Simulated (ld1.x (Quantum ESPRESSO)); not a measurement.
# cadmium: one change to a TM potential, before and after

```
Element                 : Cd
Generator               : ld1.x (Quantum ESPRESSO) 7.5
Type                    : norm-conserving Troullier–Martins (Kleinman–Bylander form)
Functional              : LDA (PZ)
Relativity              : scalar-relativistic
Frozen core             : [Kr]
Valence charge          : 12
Reference configuration : 4d10 5s0.5 5p0 (charge +1.5)
Partial waves           : 5p (bound, empty): rc 2.20 bohr; 4d (bound): rc 1.75 bohr; 4f channel at 0.3 Ry: rc 2.20 bohr; 5s (bound): rc 2.20 bohr
Local potential         : the s channel
Core correction         : a·sin(br)/r model core inside 1.75 bohr
```

Change: all radii but the core radius scaled by about 1.06 (s 2.32, p 2.32, d 1.86, f 2.32 bohr).

Cutoffs: the cutoffs (Ry, on a coarse ladder) from which the occupation-weighted sum of valence levels, in a spherical-Bessel basis at the reference potential, stays within 10 and 1 mRy of its value at 400 Ry; they do not see the model core or the augmentation charge, which bear on the density cutoff. Errors are all-electron minus pseudo energies relative to the spin-unpolarised reference configuration.

How do hardness, ghosts and transferability respond?

The potential gets softer (70 Ry and 110 Ry → 60 Ry and 100 Ry); the number of tests with a reliable result goes from 8 to 9; of the 8 tests that both files solve, the error grows in 0 and shrinks in 3 by more than 15 % and 0.3 meV (median size 2.5 → 1.9 meV); neither file shows a bound ghost. A larger radius leaves more room for a smooth pseudo-wave, so fewer plane waves are needed. That the errors move this way runs against the usual rule that smaller radii transfer better.

| quantity | base | changed |
| --- | --- | --- |
| cutoff, loose | 70 Ry | 60 Ry |
| cutoff, tight | 110 Ry | 100 Ry |
| loose cutoff by channel (10 mRy a level) | d 55 Ry, s 8 Ry | d 50 Ry, s 8 Ry |
| bound ghosts | none | none |
| tests with a reliable result | 8 of 9 | 9 of 9 |
| error for 4d10 5s2 5p0, meV [ΔE -17.36 eV] | -8.2 | -6.3 |
| error for 4d10 5s1 5p0, meV [ΔE -7.73 eV] | -0.8 | -0.5 |
| error for 4d10 5s0 5p0, meV [ΔE 9.79 eV] | -4.9 | -4.7 |
| error for 4d10 5s0 5p2, meV [ΔE -7.45 eV] | +0.6 | -0.4 |
| error for 4d8 5s0 5p0, meV [ΔE 102.32 eV] | -921 | -888 |
| error for 4d10 5s1.5 5p0, meV [ΔE -13.49 eV] | -4.2 | -3.3 |
| error for 4d10 5s0.5 5p0 (spin-polarised), meV [ΔE -0.05 eV] | +0.2 | 0.0 |
| error for 4d10 5s1 5p0 (spin-polarised), meV [ΔE -7.92 eV] | +0.1 | 0.0 |
